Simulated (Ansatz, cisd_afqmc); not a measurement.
System: I, charge 1, triplet.

Total energies in def2-QZVPPD, 6 correlated electrons, 9 frozen orbitals. UHF or UKS for unpaired electrons; spin-orbit terms are left out. Correlated methods leave the cores frozen (noble-gas shells, and filled d and f shells in the p block). Past Kr the def2 sets carry scalar-relativistic core potentials. AFQMC/CISD: phaseless, guided by CISD from CCSD amplitudes; bars are statistical, one sigma. Outlying blocks are dropped, and bars are widened where a walk drifts. Over all cases where full CI ran beside it in this data, AFQMC minus full CI had a median of +0.1 mEh and passed +0.4 mEh in a tenth of the cases. Spin-orbit terms, left out, reach several kcal/mol for Br and I, and more for heavier atoms.

| method | program | energy (Eh) | minus CCSDT(Q) (mEh) |
|---|---|---|---|
| HF | Ansatz | -296.30897 | 120.93 |
| MP2 | Ansatz | -296.40864 | 21.25 |
| CCSD | Ansatz | -296.42547 | 4.42 |
| CCSD(T) | Ansatz | -296.42923 | 0.67 |
| CCSDT(Q) | Ansatz | -296.42989 | 0.00 |
| AFQMC/CISD | cisd_afqmc | -296.4297 ± 0.0001 | 0.2 ± 0.1 |

Ansatz is a quantum-chemistry and plane-wave program.
